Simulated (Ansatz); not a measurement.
C2H5ClGeO, SMILES `ClC1[CH2][GeH2][O]1` at its PBE0-D4/def2-TZVP geometry, where that method's forces vanish. Charge 0, multiplicity 1.

```xyz
10

Cl   -2.4562    0.3561   -0.0794
C    -0.7700    0.5202    0.5846
C    -0.0233   -0.8187    0.4710
Ge    1.0263    0.0994   -0.9060
O    -0.0197    1.4101   -0.1744
H    -0.9245    0.8945    1.5974
H     0.5572   -1.0422    1.3667
H    -0.6366   -1.6720    0.1985
H     2.5153    0.3864   -0.6635
H     0.7316   -0.1338   -2.3949
```

(1) What forces (eV/Å) does PBE-D4/def2-TZVPP give on these atoms in Ansatz 0.2.0? (An estimate is asked.)

Answers

(1) Computed: 
```
Cl1 -0.459 -0.047 -0.142
C2   0.010 -0.210  0.203
C3  -0.025 -0.110  0.090
Ge4  0.319 -0.311 -0.257
O5   0.038  0.800 -0.071
H6  -0.042  0.094  0.236
H7   0.123 -0.058  0.168
H8  -0.108 -0.180 -0.063
H9   0.175  0.045  0.027
H10 -0.031 -0.023 -0.191
```
